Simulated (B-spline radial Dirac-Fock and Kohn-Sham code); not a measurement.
## Auger decay of the 3p1/2 hole in Ru⁺

System: the Ru⁺ ion, 1s2 2s2 2p6 3s2 3p6 3d10 4s2 4p6 4d6 5s1 (not the ground configuration).

Model: independent-particle radiative and Coulomb Auger rates from relativistic LDA hole-state orbitals, with Dirac-Fock energies. Program: a radial atomic solver. Kinetic energies are configuration averages from the vacuum level; the two-hole energies are estimated from single-hole states.

```
transition  kinetic energy (eV)  width (meV)  share (%)
   M2-M4N1                    –          542       16.6
   M2-M5N1                    –         91.2        2.8
   M2-M4N2                116.1          539       16.5
   M2-M4N3                119.6          838       25.6
   M2-M5N2                120.0          713       21.8
   M2-M5N3                123.8         77.6        2.4
   M2-M4N4                168.1         84.5        2.6
   M2-M4N5                168.4         76.4        2.3
   M2-N2N3                358.3         76.7        2.3
   M2-N2N5                405.7         51.5        1.6
```

A dash stands for an energy that rests on an unreliable hole state.

Coster-Kronig rates are the weakest part of this model and often come out 1.5 to 2.5 times too large. The listed channels hold 94 % of the non-radiative rate. Summed by principal shells, of 3.27 eV in all: MMN 91.4 %, MNN 7.3 %, MMO 1.2 %.

Values without a named source are computed, but for edge energies of neutral atoms, which are taken from tables.
